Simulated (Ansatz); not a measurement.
Ansatz (a first-principles code) input:

Ansatz 0.2 input:
```yaml
crystal:
  periodic: [false, false, false]
  atoms:
    - {symbol: Sn, position_ang: [-0.00000000, 0.00000000, 0.00000000]}
    - {symbol: F, position_ang: [1.58922849, -0.94987449, -0.00796182]}
    - {symbol: F, position_ang: [0.02791970, 1.85123663, -0.01075104]}
    - {symbol: F, position_ang: [-1.61714819, -0.90136214, 0.01871286]}
basis:
  gaussian:
    orbitals: def2-SVPD
total_charge: 1
magnetization: {spin_polarized: false}
correlation: {method: ccsd_t, electrons: outside_noble_gas}
```

Question: Which total energy does the run end on?

Answer: -511.82073 Eh (CCSD(T)/def2-SVPD). The basis has 101 functions.
